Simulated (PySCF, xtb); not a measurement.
C3H7ClOSi, SMILES ClC([Si@@H](C)O)=C.

xtb 6.7.1 with GFN2-xTB at its own geometry gives an orbital gap of 4.27 eV and a dipole moment of 2.06 D.

Geometry: TPSSh-D3(BJ)/def2-SVP. The structure was generated by enumeration; whether it is a known compound was not checked. The values are those of a single conformer.

Q: What does ωB97X/def2-TZVP (PySCF) give? (An estimate is asked for; the answer gives what the named calculation found.)

A: gap 11.37 eV (levels -9.89 and 1.48 eV), dipole 1.41 D.
